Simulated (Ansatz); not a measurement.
Reaction (formal exchange of groups at the Sb–Cl bond): `[Cl][SbH2]` + propane → `C[CH](C)[SbH2]` + HCl

Computed with Ansatz on PBE0-D4/def2-TZVP structures; ΔE is electronic, products minus reactants. CBS: MP2 limit from def2 TZ/QZ plus the TZ coupled-cluster correction, frozen cores. This one scheme is used for every species. def2 core potentials past Kr. For Sb outer-core shells are correlated without core-valence functions, which leaves a few kJ/mol of doubt a bond.

`[Cl][SbH2]`:

Z-matrix (Å, degrees):
```
Sb
Cl 1 2.356
H 1 1.713 2 94.4
H 1 1.712 2 94.4 3 90.7
```

`CCC`:

Z-matrix (Å, degrees):
```
C
C 1 1.519
H 1 1.094 2 111.1
H 1 1.094 2 111.1 3 119.5
H 1 1.093 2 111.7 3 -120.3
C 2 1.519 1 112.7 3 -59.7
H 2 1.095 1 109.5 3 178.2
H 2 1.095 1 109.5 3 62.4
H 6 1.094 2 111.0 1 59.7
H 6 1.093 2 111.7 1 -180.0
H 6 1.094 2 111.1 1 -59.7
```

`C[CH](C)[SbH2]`:

Cartesian coordinates in Å:
```
C 0.890 1.232 -0.293
C -0.285 0.269 -0.343
C -0.777 -0.103 1.043
Sb 0.261 -1.469 -1.549
H 0.619 2.140 0.257
H 1.747 0.787 0.224
H 1.223 1.535 -1.288
H -1.102 0.730 -0.908
H 0.005 -0.610 1.615
H -1.643 -0.765 1.007
H -1.063 0.796 1.603
H -1.095 -2.393 -1.063
H 1.220 -2.149 -0.304
```

HCl:

```xyz
2

Cl    0.244    0.586   -0.081
H    -0.244   -0.586    0.081
```

| species | MP2/def2-SVP energy (Eh) |
| --- | --- |
| `[Cl][SbH2]` | -700.03772 |
| `CCC` | -118.62702 |
| `C[CH](C)[SbH2]` | -358.55253 |
| HCl | -460.08324 |

Work out ΔE.

ΔE = (-358.55253) + (-460.08324) − (-700.03772) − (-118.62702) = 0.02897 Eh = +0.79 eV. CCSD(T)/CBS gives +0.87 eV.

Largest T1 diagnostic among the species: 0.013.

The D4 term adds −0.12 eV with B3LYP and −0.07 eV with PBE0; it sums over pairs of atoms, weighted by their polarisabilities, and B3LYP, whose exchange is more repulsive, gets the larger term. Leaving LDA and LC-ωPBE aside and taking each functional with its dispersion term where it has one, the values, not all of them listed here, spread over 0.17 eV, from revPBE-D4 to B97M-V. LDA lies −0.17 eV from PBE without D4. In def2-TZVPP, CCSD(T) changes the Hartree–Fock value by −0.44 eV (the triples alone add −0.05 eV) and MP2 by −0.49 eV.

B3LYP here is the variant with VWN-RPA as its local correlation; programs differ in this.
